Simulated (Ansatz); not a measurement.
H6Au3, relaxed as a doublet with UKS PBE0-D4/def2-SVP in Ansatz, starting from the GFN2-xTB geometry. Force threshold 0.02 eV/Å.

In the def2 sets Au takes a core potential; there is no spin–orbit coupling. The relaxation made no stability test and no search for a lower SCF solution. No other spin state of charge 0 was run. Another isomer (doublet) lies 0.18 eV lower at PBE0-D4/def2-TZVP; other spin states weren't run for this one.

Start:

```xyz
9

Au    0.8145   -0.9364   -1.2598
Au    0.8286    1.9101    0.3987
Au   -1.0648   -0.5982    0.5620
H     1.3521    0.4959   -0.8557
H     1.8554    2.9152    0.1477
H    -2.0882   -0.4320    1.5467
H     0.4246   -2.2793   -1.7230
H    -0.4926    0.8290    0.8470
H    -1.6296   -1.9044    0.3364
```

**Question.** Estimate the energy that the relaxation releases and the steps that it takes.

**Answer.** 35.4 kcal/mol, in 7 steps; 20 s on 4 threads of Arm Neoverse V2 on a shared host. No frequencies were taken in this run, so the end may be a saddle point.

**Question.** Does the start keep its bonding?

**Answer.** By distances, no bond broke or formed. The bond that changes most is Au1–H4, from 1.58 to 1.80 Å (atoms count from 1).

**Question.** Predict the relaxed structure.

**Answer.** 
```xyz
9

Au    0.928   -0.776   -1.255
Au    0.825    1.758    0.309
Au   -1.080   -0.648    0.545
H     1.669    0.829   -0.916
H     1.985    2.793   -0.042
H    -2.258   -0.667    1.558
H     0.268   -2.202   -1.547
H    -0.604    0.979    1.016
H    -1.734   -2.066    0.331
```
Bond lengths (bridged metal pairs left out): 1 × Au–Au 2.70 Å; 8 × Au–H 1.55 to 1.80 Å.
